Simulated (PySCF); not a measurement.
# Mayer bond orders and bond lengths

Compound: SiHMe2(nBu), C₆H₁₆Si.
Cartesian coordinates in Å at the PBE0-D3(BJ)/def2-SVP level; atoms count from 1:
```
atom  x, y, z in Å
Si1    1.028    1.346    0.326
H2     1.259    1.254    1.808
C3     2.689    1.538   -0.539
H4     3.346    0.681   -0.323
H5     3.210    2.451   -0.211
H6     2.559    1.597   -1.632
C7    -0.068    2.837   -0.020
H8     0.417    3.769    0.309
H9    -1.032    2.758    0.506
H10   -0.277    2.927   -1.098
C11    0.191   -0.247   -0.249
C12   -1.157   -0.538    0.408
C13   -1.841   -1.818   -0.071
C14   -1.078   -3.096    0.240
H15    0.072   -0.192   -1.347
H16    0.899   -1.074   -0.067
H17   -1.029   -0.588    1.505
H18   -1.841    0.310    0.229
H19   -2.843   -1.875    0.389
H20   -2.015   -1.746   -1.160
H21   -1.634   -3.986   -0.093
H22   -0.096   -3.121   -0.258
H23   -0.900   -3.200    1.323
```

Bond orders from the PBE0/pcSseg-1 density (PySCF). One conformer (not necessarily the lowest) at the PBE0-D3(BJ)/def2-SVP geometry, without solvent, vibrations or thermal averaging.

(1) Give the Mayer order of every bond between heavy atoms, beside its length.

Answers

(1) 
| bond | length (Å) | Mayer order |
| --- | --- | --- |
| Si1–C3 | 1.882 | 0.961 |
| Si1–C7 | 1.883 | 0.960 |
| Si1–C11 | 1.889 | 0.910 |
| C11–C12 | 1.528 | 1.027 |
| C12–C13 | 1.528 | 1.052 |
| C13–C14 | 1.521 | 1.052 |

Bonds between the same two heavy elements. C–Si: lowest Si1–C11 (0.910, 1.889 Å), highest Si1–C3 and Si1–C7 (0.961, 1.882 Å). C–C: lowest C11–C12 (1.027, 1.528 Å), highest C12–C13 and C13–C14 (1.052, 1.528 Å). Bonds named together lie within 0.004.

Problem. And the bonds to hydrogen?

Solution. H–Si: 0.95 (1 bond); C–H: 0.94 to 0.97 (15 bonds).

Problem. Sum the orders of all bonds at each heavy atom with more than one neighbour.

Solution. Si1 3.786, C3 3.830, C7 3.824, C11 3.811, C12 3.976, C13 4.009, C14 3.949. Orders between atoms that aren't bonded are not in these sums.

The Mayer order sums products of elements of PS (density times overlap matrix) between the two atoms' basis functions, so it depends on the basis set.

These values come from a run that also computed NMR shieldings. On 2 threads of an Intel Xeon Platinum 8488C, no GPU (shared host), this took 26 s wall, 66 s CPU (with the writing of density and orbital grids) and 1.7 GiB of memory at its peak.
